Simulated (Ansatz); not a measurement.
Ansatz results at the PBE0-D4/def2-TZVP geometry: ideal-gas entropy at 298 K and 1 bar (rigid rotor, harmonic PBE0-D4/def2-TZVP) 374 J/(mol·K); size of the dipole moment (B3LYP/def2-TZVPP) 4.48 D; zero-point energy (PBE0-D4/def2-TZVP) 141.9 kJ/mol.

Each molecule was computed in one conformer, which needn't be the lowest.

(1) Which molecule gave them?
A. `[NH2][Ta](=[S])([Cl])[Cl]`
B. `[NH]=[Ta]([OH])([OH])[OH]`
C. `[NH2][Ta](=[O])([OH])[F]`
D. `[NH2][Ta]([NH2])([F])=[S]`

Answers

(1) D. The others give `[NH2][Ta](=[O])([OH])[F]`: 355, 3.25, 114.9; `[NH]=[Ta]([OH])([OH])[OH]`: 376, 2.57, 136.8; `[NH2][Ta](=[S])([Cl])[Cl]`: 382, 3.44, 78.0.

B3LYP here is the variant with VWN-RPA as its local correlation; programs differ in this.
